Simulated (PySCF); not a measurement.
A made-up structure of GaHSeO, closed shell:

```
atom    x (Å)    y (Å)    z (Å)
  O1   1.2320   0.0705   0.4708
 Ga2  -0.2782   0.2364  -0.2237
 Se3  -0.1162  -1.4391   0.6223
  H4  -0.8377   1.1322  -0.8695
```

It is relaxed with PBE-D4/def2-SVP and then PBE0-D4/def2-TZVP (PySCF 2.14 with density fitting (its default auxiliary sets; JK sets also for MP2 and CCSD(T))). Atoms count as bonded within 1.22 times the sum of their covalent radii (H–H: 0.88 Å). The end point is not checked to be a true minimum.

Question: Does its bonding change? (A judgement: the text doesn't fix the answer.)

Answer: The calculation gives: No: no bond forms or breaks.

Where it ends: The first stage lowers the energy by 3.49 eV in 12 steps. It ends as GaHSeO ([O]1[GaH][Se]1):
O1  (1.204, 0.236, 0.435)
Ga2  (-0.443, 0.290, -0.293)
Se3  (0.406, -1.506, 0.771)
H4  (-1.391, 1.212, -1.058)
(Å)

Labels in which every atom is bracketed show which atoms are joined, not bond orders.

For scale, one of the runs: PBE0-D4/def2-TZVP relaxation, 133 basis functions, launched by `OMP_NUM_THREADS=2 python run.py`. Time: 52 s of wall clock on 2 CPU threads of an Intel Xeon; the host was shared. Peak host memory: 1.3 GiB.
